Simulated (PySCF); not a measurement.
Te(NH2)(OSiH3) (H₅NOSiTe), SMILES O([Te]N)[SiH3].

Geometry: PBE0-D3(BJ)/def2-SVP. This is a generated structure with no PubChem entry under its InChIKey; it may be hypothetical. The def2 effective core potentials stand for the cores of Te; spin–orbit coupling is left out. Other conformers were not sampled.

Two levels are set side by side: PBE/def2-TZVP (PySCF) and CAM-B3LYP/def2-TZVP (PySCF). Same geometry, gas phase. Differences are taken from unrounded values.

```
quantity                     CAM-B3LYP
---------------------------  ---------
orbital gap (eV)                  7.07
highest occupied level (eV)      -7.54
lowest empty level (eV)          -0.48
dipole moment (D)                 1.37
mean polarisability (bohr³)       71.5
```

Problem. What does PBE give, and how far is it from CAM-B3LYP? (An estimate is asked for; the answer gives what the named calculation found.)

Solution. 
```
quantity                       PBE  PBE minus CAM-B3LYP
---------------------------  -----  -------------------
orbital gap (eV)              2.75                -4.31
highest occupied level (eV)  -5.12                 2.42
lowest empty level (eV)      -2.37                -1.89
dipole moment (D)             1.44                 0.07
mean polarisability (bohr³)   75.9                  4.4
```

Without exact exchange PBE keeps part of each electron's self-repulsion, which lifts occupied levels and narrows the gap. Loosely held outer electrons make PBE densities more polarisable. Differences between two approximate levels are no errors against the true value.

Rough cost on one machine, each run with all the roots and properties that it gave: CAM-B3LYP against PBE within a factor of 2.
